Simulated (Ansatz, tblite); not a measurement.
Cost and result up the ladder for trans-PdH(PF3)2Br (P2PdHBrF6) (11 atoms). Charge 0, multiplicity 1. Geometry: PBE0-D4/def2-SVP.

```xyz
11

Pd   -0.027   -0.023    0.040
H    -0.794   -0.725    1.201
P    -0.840   -1.552   -1.361
F     0.198   -2.443   -2.130
F    -1.712   -1.036   -2.559
F    -1.795   -2.690   -0.838
Br    1.195    1.096   -1.813
P     0.744    1.464    1.506
F     2.301    1.568    1.670
F     0.346    1.370    3.028
F     0.384    2.971    1.256
```

Ansatz on 4 threads of Arm Neoverse N1 on a shared host; xTB runs through tblite on one thread. Times are rough, summed over both states, and most runs start from the orbitals of an earlier one. No level here is sound enough to serve as a yardstick. The other state is a doublet.

In the def2 sets Pd takes a core potential; there is no spin–orbit coupling. The xTB rows come from tblite. HOMO above LUMO, or a gap near zero within one spin, warns that the state may not be the lowest or that an electron is smeared out.

Raw xTB energies of ions are shifted by several eV.

```json
{"level": "GFN1-xTB", "functions": "62", "vertical IE (eV)": "15.09", "remarks": "–"}
{"level": "GFN2-xTB", "functions": "61", "vertical IE (eV)": "13.72", "remarks": "–"}
{"level": "r2SCAN-D4/def2-TZVP (with forces)", "functions": "354", "vertical IE (eV)": "9.46", "remarks": "–"}
{"level": "PBE-D4/def2-TZVP", "functions": "354", "vertical IE (eV)": "9.32", "remarks": "gap within one spin near zero (+1 doublet)"}
```

Question: Estimate how long each takes.

Answer: GFN2-xTB 0.039 s; GFN1-xTB 0.045 s; PBE-D4/def2-TZVP 72 s; r2SCAN-D4/def2-TZVP (with forces) 2.4 min. On shared hardware such times vary by a factor of up to 3.
